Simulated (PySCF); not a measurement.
SiOF, SMILES F[Si]=O, multiplicity 2. Atoms are numbered in the order given.

```xyz
3

Si     0.3790     0.0736     0.0000
O     -0.3441     1.4101     0.0000
F     -0.2836    -1.3679     0.0000
```
Charge 0, spin multiplicity 2.

Coordinates come from a PBE0-D3(BJ)/def2-TZVP optimisation.

The numbers are results of PySCF with PBE/def2-TZVPD, not measurements.

Mulliken values depend strongly on the basis, most of all with diffuse functions as here. ESP charges are fitted to the potential on shells at 1.4 to 2.0 van der Waals radii. Atomic charges (e):

| atom | meta-Löwdin | ESP fit | Mulliken spin |
|---|---|---|---|
| Si1 | … | 0.56 | 0.65 |
| O2 | … | -0.42 | 0.29 |
| F3 | … | -0.14 | 0.06 |

Problem. Complete the blanks. (An estimate is asked for; the answer gives what the named calculation found.)

Solution. 
- Si1, meta-Löwdin: 1.11
- O2, meta-Löwdin: -0.67
- F3, meta-Löwdin: -0.44
